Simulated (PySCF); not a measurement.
Species: C₅H₆BrF.
Atom-mapped SMILES: `[F:1][CH2:2]/[CH:3]=[C:4]1\[CH2:5][C@H:6]1[Br:7]` (hydrogens: H8, H9 on C2; H10 on C3; H11, H12 on C5; H13 on C6)

Structure used (PBE0-D3(BJ)/def2-SVP), in Å, numbered top down from 1:
```
atom  x, y, z in Å
F1     2.4714    0.5854   -1.6398
C2     2.8713    0.4719   -0.3387
C3     1.7169    0.4966    0.6044
C4     0.4514    0.5777    0.2260
C5    -0.5461    0.6140   -0.8434
C6    -0.9478    0.6078    0.6201
Br7   -1.7669   -0.9492    1.3878
H8     3.4359   -0.4725   -0.2199
H9     3.5693    1.2981   -0.1051
H10    1.9603    0.4297    1.6713
H11   -0.7060    1.5398   -1.4081
H12   -0.7059   -0.3031   -1.4209
H13   -1.3751    1.5169    1.0538
```

Linear response at wB97X-D/def2-SVPD (PySCF, frozen core in the response, non-relativistic). The wB97X-D/def2-SVPD calculation is non-relativistic and has no spin–orbit coupling, an omission that weighs most on bromine.

Static isotropic polarisability: 84.17 au (12.47 Å³), principal values 64.4, 78.0, 110.1 au.

**Question.** What is the polarisability at 1064 nm and at the sodium D line?

**Answer.** 85.05 au at 1064 nm (+1.0 %), 87.17 au at 589.3 nm (+3.6 %). The rise at 589.3 nm is 3.41 times that at 1064 nm; a pure ω² law gives 3.26. The lowest singlet lies at 226 nm, shorter than both wavelengths.

**Question.** What is the isotropic C6 coefficient between two such molecules, C6 = (3/π)∫α(iω)² dω?

**Answer.** 2746 au (Eh·bohr⁶) by a ten-point quadrature over imaginary frequencies, which is 1640 eV·Å⁶ or 158 J·nm⁶/mol.

**Question.** Which effective excitation energy ω̄ makes London's formula C6 = (3/4)α²ω̄ exact here?

**Answer.** ω̄ = 4·C6/(3α²) = 0.517 Eh = 14.1 eV. A one-pole form α(ω) = α/(1 − ω²/ω̄²) fitted to the 1064 nm value gives 11.5 eV.

**Question.** What molar refraction at the D line follows from R = (4π/3)·N_A·α′, with α′ the polarisability volume?

**Answer.** α′ = 12.92 Å³ gives R = 32.58 cm³/mol, for isolated, non-vibrating species.

**Question.** How many electrons N does the Slater–Kirkwood formula C6 = (3/4)·√N·α^(3/2) need to give this C6?

**Answer.** N = (4·C6/3)²/α³ = 22.5; the species has 80 electrons in all.

**Question.** What three-body coefficient follows from the one-pole estimate C9 = (3/4)·α·C6?

**Answer.** 173000 au. This is an estimate from the two numbers above, not a computed integral.

**Question.** What n − 1 at the D line would an ideal gas of it have at 273.15 K and 1 atm (2.6868 × 10¹⁹ cm⁻³), by n − 1 = 2π·N·α′?

**Answer.** 21.81 × 10⁻⁴, a formal value whether or not that pressure can be reached.

**Question.** How anisotropic is the static polarisability, by Δα² = ½[(α1 − α2)² + (α2 − α3)² + (α3 − α1)²]?

**Answer.** Δα = 40.6 au, or 0.48 of the isotropic value.

**Question.** The lowest 6 singlets have (eV, f): 5.48, 0.022; 5.83, 0.003; 6.48, 0.410; 6.85, 0.035; 7.16, 0.011; 7.44, 0.036. What share of the static polarisability do they carry in the sum over states α = Σ f/ω²?

**Answer.** 9.03 au, 10.7 % of α; the largest term, 7.23 au, is that of the state at 6.48 eV. Their oscillator strengths add up to 0.52. Higher states carry the rest.

One conformer stands for the species.

Note: wB97X-D ran without an empirical dispersion term, which enters the total energy and its gradient alone.
